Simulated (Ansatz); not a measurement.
`[BH2][Sb]([CH3])[CH3]`, charge 0, multiplicity 1.

Give a relaxed structure at PBE0-D4/def2-TZVP (the Gaussian-basis code of Ansatz). (Estimate.)

Ansatz gave: 
Cartesian coordinates in Å:
```
B 0.251 2.069 0.087
Sb -0.422 0.177 0.963
C -1.588 -0.606 -0.678
C 1.354 -1.022 0.690
H 1.338 2.498 0.342
H -0.516 2.758 -0.519
H -0.971 -0.722 -1.568
H -2.004 -1.571 -0.391
H -2.403 0.086 -0.887
H 1.619 -1.083 -0.365
H 1.172 -2.022 1.082
H 2.171 -0.563 1.245
```
Point group Cs.
This is one stationary point; other conformers may exist.
